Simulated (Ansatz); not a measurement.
Ge(CN)H3 (CH₃GeN) was relaxed with r2SCAN-D4 (def2-TZVP) in Ansatz in these states: charge +1 doublet, neutral singlet. The geometries follow in no particular order.

A:

```
atom    x (Å)    y (Å)    z (Å)
 Ge1  -0.8369  -0.0377   0.3675
  C2   1.0327  -0.0746  -0.5825
  N3   0.9797   0.7371   0.3058
  H4   1.5778  -0.5761  -1.3798
  H5  -1.8146   0.9318  -0.2554
  H6  -0.9388  -0.9804   1.5443
```

B:

```xyz
6

Ge    0.2139    0.5643    0.0881
C    -0.4599   -1.2120   -0.1902
N    -0.8650   -2.2817   -0.3561
H     1.4505    0.7148   -0.7915
H     0.5537    0.6845    1.5698
H    -0.8932    1.5302   -0.3201
```

Task: Judge from the bond lengths which geometry belongs to which state (an estimate).

Result: A is the charge +1 doublet (Ge1–H4 3.029 Å, Ge1–C2 2.097 Å, C2–N3 1.205 Å); B is the neutral singlet (Ge1–H4 1.525 Å, Ge1–C2 1.920 Å, C2–N3 1.156 Å).
